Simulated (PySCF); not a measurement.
Excitation energy of As by level of theory

As [Ar] 3d10 4s2 4p3 (4S) → As [Ar] 3d10 4s2 4p2 4d1 (high-spin determinant), as a difference of total energies. Calculation: PySCF 2.14, in aug-cc-pVTZ-PP with one added diffuse shell each of s, d, f type with ECP10MDF (7s5p5d3f, 68 functions); scalar relativity through the core potential. Correlated levels: valence: 3s2 3p6 3d10 frozen. The calculations carry no spin-orbit coupling.

```
           method  excitation energy (eV)
              UHF                   7.822
    MP2 (valence)                   8.142
SCS-MP2 (valence)                   8.044
   CCSD (valence)                   7.970
CCSD(T) (valence)                   7.898
```

Task: How much does correlation contribute at CCSD(T) (valence)?

Result: 7.898 − (7.822) = 0.076 eV, measured against UHF.

The promoted electron is Rydberg-like, and one or two diffuse shells describe it only roughly, which tends to raise the upper state.

The coupled-cluster amplitudes are large for the upper state (T1 above 0.03 or a double amplitude above 0.15), so a single reference is strained.

The determinant of the upper state mixes LS terms, which raises its energy above the lowest term, most at the Hartree-Fock and MP2 levels.
